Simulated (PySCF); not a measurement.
SMILES N[Si]N(C)C (C2H8N2Si), PBE0/def2-SVP optimised geometry.

```
13

Si     0.01    -1.33     0.00
N      1.74    -1.33     0.00
H      2.39    -0.56    -0.08
H      2.22    -2.22     0.04
N     -0.36     0.38     0.00
C     -1.75     0.76    -0.12
C      0.53     1.50     0.08
H     -2.08     1.37     0.74
H     -1.94     1.35    -1.04
H     -2.39    -0.14    -0.16
H      0.59     2.06    -0.87
H      0.19     2.22     0.85
H      1.55     1.19     0.36
```

Density from PBE0/def2-TZVP (PySCF) at that geometry.

Minimum of the electron density along straight lines between bonded atoms, close to the bond critical point (lines longer than 1.1 times the sum of covalent radii, or with two minima, are not listed):

```csv
bond,length / Å,ρ at the minimum / e bohr⁻³,∇²ρ there / e bohr⁻⁵,position (fraction from the first atom)
Si1–N2,1.729,0.127,…,0.40
N2–H3,1.015,0.331,-1.60,0.74
N2–H4,1.014,0.333,-1.63,0.74
Si1–N5,1.746,0.124,…,0.40
N5–C6,1.444,0.274,-0.73,0.60
N5–C7,1.440,0.277,-0.75,0.60
C6–H8,1.107,0.272,-0.92,0.64
C6–H9,1.107,0.272,-0.92,0.64
C6–H10,1.102,0.275,-0.94,0.65
C7–H11,1.108,0.271,-0.91,0.64
C7–H12,1.106,0.272,-0.92,0.64
C7–H13,1.099,0.276,-0.95,0.64
```

Problem. Complete the blanks.

Solution. 
- Si1–N2, ∇²ρ there / e bohr⁻⁵: 0.58
- Si1–N5, ∇²ρ there / e bohr⁻⁵: 0.54
